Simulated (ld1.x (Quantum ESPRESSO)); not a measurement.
# Varying the RRKJ potential for terbium

Base potential:

```json
{
 "Element": "Tb",
 "Generator": "ld1.x (Quantum ESPRESSO) 7.5",
 "Type": "norm-conserving RRKJ (Kleinman–Bylander form)",
 "Functional": "PBE",
 "Relativity": "scalar-relativistic",
 "Frozen core": "[Kr] 4d10",
 "Valence charge": "19",
 "Reference configuration": "4f9 5s2 5p6 5d0 6s0.5 6p0 (charge +1.5)",
 "Partial waves": "5p (bound): rc 2.25 bohr; 5d (bound, empty): rc 1.95 bohr; 4f (bound): rc 0.80 bohr; 5s (bound): rc 2.00 bohr",
 "Local potential": "the s channel",
 "Core correction": "none",
 "rho0": "0.001"
}
```

Occupied shells without a wave of their own: 6s. They enter only through the test configuration that unscreens the potential.

All-electron outer shells of the reference configuration (PBE, scalar-relativistic, ld1.x):

```json
{"shell": "4p", "level (eV)": "-290.29", "outermost node (bohr)": "0.28", "outermost maximum (bohr)": "0.53"}
{"shell": "4d", "level (eV)": "-156.85", "outermost node (bohr)": "0.26", "outermost maximum (bohr)": "0.55"}
{"shell": "5s", "level (eV)": "-57.54", "outermost node (bohr)": "0.64", "outermost maximum (bohr)": "1.18"}
{"shell": "5p", "level (eV)": "-34.84", "outermost node (bohr)": "0.69", "outermost maximum (bohr)": "1.35"}
{"shell": "4f", "level (eV)": "-12.98", "outermost node (bohr)": "–", "outermost maximum (bohr)": "0.56"}
{"shell": "6s", "level (eV)": "-11.50", "outermost node (bohr)": "1.59", "outermost maximum (bohr)": "3.20"}
{"shell": "5d", "level (eV)": "-10.17", "outermost node (bohr)": "0.78", "outermost maximum (bohr)": "1.99"}
{"shell": "6p", "level (eV)": "-7.76", "outermost node (bohr)": "1.91", "outermost maximum (bohr)": "4.06"}
```

Cutoffs, loose and tight: the cutoffs (Ry, on a coarse ladder) from which the occupation-weighted sum of valence levels, in a spherical-Bessel basis at the reference potential, stays within 10 and 1 mRy of its value at 400 Ry. They do not see the model core or the augmentation charge, which bear on the density cutoff. Test errors are all-electron minus pseudo excitation energies from the reference, over the configurations 4f9 5s2 5p6 5d0 6s2 6p0; 4f9 5s2 5p6 5d0 6s1 6p0; 4f9 5s2 5p6 5d0 6s0 6p0; 4f7 5s2 5p6 5d0 6s0 6p0; 4f9 5s2 5p6 5d1 6s1 6p0; 4f8 5s2 5p6 5d1 6s1 6p0; 4f9 5s2 5p6 5d0 6s1 6p1. A dash means not determined; rows that change the core or the reference have their own tests. The largest error is taken over the tests solved by every variant that gives reliable tests at all: 4f7 5s2 5p6 5d0 6s0 6p0; 4f8 5s2 5p6 5d1 6s1 6p0; 4f9 5s2 5p6 5d0 6s0 6p0; 4f9 5s2 5p6 5d0 6s1 6p0; 4f9 5s2 5p6 5d0 6s2 6p0.

Cutoffs are not given where the Bessel-basis levels miss the radial ones by over 6 mRy, ghosts where they miss by over 20 mRy; a channel whose overlap is not positive is not tested.

| change | outcome | cutoff, loose | cutoff, tight | bound ghosts | largest test error (meV) |
| --- | --- | --- | --- | --- | --- |
| base | generated, misses its reference levels by 0.99 eV | over 300 Ry | over 300 Ry | none | -1646 |
| all radii scaled by about 0.89 (s 1.78, p 2.00, d 1.74, f 0.72 bohr) | generated, misses its reference levels by 0.42 eV | over 300 Ry | over 300 Ry | none | -1103 |
| all radii scaled by about 1.17 (s 2.34, p 2.62, d 2.28, f 0.94 bohr) | failed: run_pseudo: Errors in PS-KS equation | – | – | – | – |
| all radii scaled by about 1.25 (s 2.50, p 2.82, d 2.44, f 1.00 bohr) | failed: run_pseudo: Errors in PS-KS equation | – | – | – | – |
| all radii scaled by about 1.39 (s 2.78, p 3.14, d 2.72, f 1.12 bohr) | failed: run_pseudo: Errors in PS-KS equation | – | – | – | – |

(1) What comes out with this change to the base: all radii scaled by about 1.06 (s 2.12, p 2.38, d 2.06, f 0.84 bohr)?

(2) What comes out with this change to the base: all radii scaled by about 0.97 (s 1.92, p 2.18, d 1.88, f 0.78 bohr)?

(3) What comes out with this change to the base: all radii scaled by about 0.75 (s 1.50, p 1.70, d 1.46, f 0.60 bohr)?

Results:

(1) outcome: failed: the pseudo-atom did not reach self-consistency.

(2) outcome: generated, misses its reference levels by 0.71 eV; cutoff, loose: over 300 Ry; cutoff, tight: over 300 Ry; bound ghosts: none; largest test error (meV): -1307.

(3) outcome: generated; bound ghosts: not determined; largest test error (meV): -1216.

Reading the sweep of the scale of all radii (base = 1) (base included, trends over the rows without a ghost): The generation fails at 1.06, 1.17, 1.25, 1.39.
